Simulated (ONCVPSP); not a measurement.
# zinc: one change to an ONCV potential, before and after

zinc (Zn), optimised norm-conserving Vanderbilt (ONCV), made with ONCVPSP 4.0.1 (PBEsol, scalar-relativistic). Core [Ne], reference 3s2 3p6 3d10 4s2. Waves: 3s+4s: rc 1.10 bohr, ncon 3, nbas 7, qcut 12.6 1/bohr, 3 projectors, debl 1.8 Ha; 3p: rc 0.90 bohr, ncon 4, nbas 8, qcut 19.3 1/bohr, 2 projectors, debl 1.6 Ha; 3d: rc 1.35 bohr, ncon 4, nbas 9, qcut 14 1/bohr, 2 projectors, debl 2.1 Ha. Local part: polynomial inside 0.75 bohr (lpopt 1, dvloc0 0 Ha). Core correction: Teter function, fcfact 3, rcfact 1.45.

In the p channel the program set the typed energies aside and used -3.060, 0.250 Ha.

Change: d: nproj 1.

Cutoffs: the cutoffs (Ha) at which the residual kinetic energy of the hardest occupied pseudo-wave falls to 1 and 0.1 mHa per electron; they do not see the model core or the augmentation charge, which bear on the density cutoff. Errors are all-electron minus pseudo energies relative to the spin-unpolarised reference configuration.

How do hardness, ghosts and transferability respond?

The potential gets neither clearly harder nor softer (84 Ha and 111 Ha → 84 Ha and 111 Ha); of the 4 tests that both files solve, the error grows in 1 and shrinks in 0 by more than 15 % and 0.3 meV (median size 2.2 → 3.2 meV); the range in which the d phases agree narrows (upper end at the end of the scan → 1.6); neither file shows a bound ghost.

| quantity | base | changed |
| --- | --- | --- |
| cutoff, loose | 84 Ha | 84 Ha |
| cutoff, tight | 111 Ha | 111 Ha |
| bound ghosts | none | none |
| GHOST(+) flags under 300 eV | none | none |
| error for 3s2 3p6 3d10 4s1, meV [ΔE 9.90 eV] | +0.7 | +0.7 |
| error for 3s2 3p6 3d10 4s0, meV [ΔE 28.25 eV] | +5.9 | +5.8 |
| error for 3s2 3p6 3d9 4s0, meV [ΔE 68.76 eV] | +3.7 | -24 |
| error for 3s2 3p6 3d10 4s1.5, meV [ΔE 3.95 eV] | +0.1 | 0.0 |
| s: phases at 1.12 bohr within 0.05 rad from the reference energy up to (Ha; the scan ends near 5) | to the end of the scan | to the end of the scan |
| p: phases at 0.91 bohr within 0.05 rad from the reference energy up to (Ha; the scan ends near 5) | to the end of the scan | to the end of the scan |
| d: phases at 1.37 bohr within 0.05 rad from the reference energy up to (Ha; the scan ends near 5) | to the end of the scan | 1.6 |
| rms error of d²Exc/dni dnj with the model core, mHa | 0.97 | 0.97 |
